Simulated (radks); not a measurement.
Results of a calculation; reference values are marked as such.
Q: These are the eigenvalues of the occupied orbitals of an atom or ion with whole-number occupations (eV). Code: a radial shooting solver on a logarithmic mesh with Libxc functionals. Model: Dirac Kohn-Sham, PBE, spin-unpolarised, spherical densities, finite nucleus; Fermi nuclear charge, rms radius of each element as measured or else 0.836 A^(1/3) + 0.57 fm.

| orbital | eigenvalue |
|---|---|
| 1s1/2 | -21977.63 |
| 2s1/2 | -3204.485 |
| 2p1/2 | -2964.971 |
| 2p3/2 | -2834.055 |
| 3s1/2 | -607.3866 |
| 3p1/2 | -514.4854 |
| 3p3/2 | -492.2545 |
| 3d3/2 | -327.8984 |
| 3d5/2 | -323.5645 |
| 4s1/2 | -126.8786 |
| 4p1/2 | -98.6870 |
| 4p3/2 | -95.1064 |
| 4d3/2 | -52.0370 |

Which element is it, and in what charge state? The configuration may be excited. Open shells, if any, fill j = l - 1/2 first.

A: Z = 44, ruthenium, charge +4: Ru4+ in [Kr] 4d4. The list shows which subshells hold electrons but not how many an open one holds; the 1s level, -807.66 hartree, gives Z - s = 40.2 by -(Z - s)^2/2, which with screening and relativity narrows Z to a few neighbours, and the depths of the outer levels then fix element, charge and occupations together.
